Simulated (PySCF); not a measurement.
Species: C₅H₉FO.
Structure used (GFN2-xTB), in Å, numbered top down from 1:
```xyz
16
C5H9FO angstrom
C      2.6899    0.6021    0.0022
O      1.3536    1.0659   -0.1026
C      0.4101    0.3126    0.4986
F      0.8153   -0.2239    1.6851
C     -0.8220    0.1122    0.0479
C     -1.8440   -0.6588    0.8265
C     -1.2577    0.6777   -1.2696
H      3.2959    1.3249   -0.5391
H      2.7977   -0.3869   -0.4533
H      3.0149    0.5575    1.0447
H     -2.1576   -1.5352    0.2598
H     -2.7248   -0.0417    1.0008
H     -1.4494   -0.9846    1.7842
H     -2.0502    1.4096   -1.1192
H     -0.4268    1.1609   -1.7742
H     -1.6524   -0.1159   -1.9031
```

Vertical excitations from PySCF (density fitting, frozen core in the response, grid level 2 and gas phase unless stated; continuum runs use non-equilibrium linear response for the excitations) on a GFN2-xTB geometry. Reference run:

```tsv
settings	S1, eV (f)	S2, eV (f)	S3, eV (f)	S4, eV (f)	S5, eV (f)	S6, eV (f)	T1, eV (Tamm–Dancoff)	mean α (au)
PBE0/def2-SVPD, full TDDFT, 6 singlets	5.76 (0.006)	6.48 (0.054)	6.80 (0.008)	7.01 (0.266)	7.17 (0.212)	7.60 (0.031)	4.37	69.2
```

**Question.** What do these settings give: (1) OPBE/6-31G, grid level 1, full TDDFT, 3 singlets; (2) PBE0/6-31G, IEF-PCM cyclohexane, TDA, 6 singlets; (3) PBE0/def2-SVPD, TDA, 12 singlets?

**Answer.** 
| settings | S1, eV (f) | S2, eV (f) | S3, eV (f) | S4, eV (f) | S5, eV (f) | S6, eV (f) | T1, eV (Tamm–Dancoff) | mean α (au) |
| --- | --- | --- | --- | --- | --- | --- | --- | --- |
| OPBE/6-31G, grid level 1, full TDDFT, 3 singlets | 6.91 (0.444) | 7.14 (0.001) | 7.33 (0.059) | – | – | – | – | 57.4 |
| PBE0/6-31G, IEF-PCM cyclohexane, TDA, 6 singlets | 7.55 (0.822) | 7.85 (0.011) | 7.97 (0.038) | 8.37 (0.053) | 9.01 (0.042) | 9.09 (0.045) | – | 61.8 |
| PBE0/def2-SVPD, TDA, 12 singlets | 5.77 (0.006) | 6.49 (0.041) | 6.80 (0.003) | 7.08 (0.061) | 7.40 (0.477) | 7.62 (0.073) | 4.37 | 69.2 |

(1) S1 moves by +1.15 eV; functional and basis change together, so the shift can't be laid on one. (2) S1 moves by +1.79 eV; basis, environment and response scheme change together, so the shift can't be laid on one. (3) S1 moves by +0.01 eV; the lowest Tamm–Dancoff root can't lie below the lowest full-response root of a stable reference. States are counted by energy in each run and needn't keep their character from row to row.

**Question.** Give the leading configurations of S1 (H = HOMO, L = LUMO) and the HOMO–LUMO gap of each run.

**Answer.** 
```
                                        settings  S1 configurations (weight)  S1 (eV)  orbital gap (eV)  S1 − gap (eV)
          PBE0/def2-SVPD, full TDDFT, 6 singlets                    H→L 0.95     5.76              6.88          -1.12
OPBE/6-31G, grid level 1, full TDDFT, 3 singlets                    H→L 0.81     6.91              5.36          +1.55
PBE0/6-31G, IEF-PCM cyclohexane, TDA, 6 singlets                    H→L 0.85     7.55              7.52          +0.03
                PBE0/def2-SVPD, TDA, 12 singlets                    H→L 0.94     5.77              6.88          -1.11
```

Geometry: GFN2-xTB, one conformer.
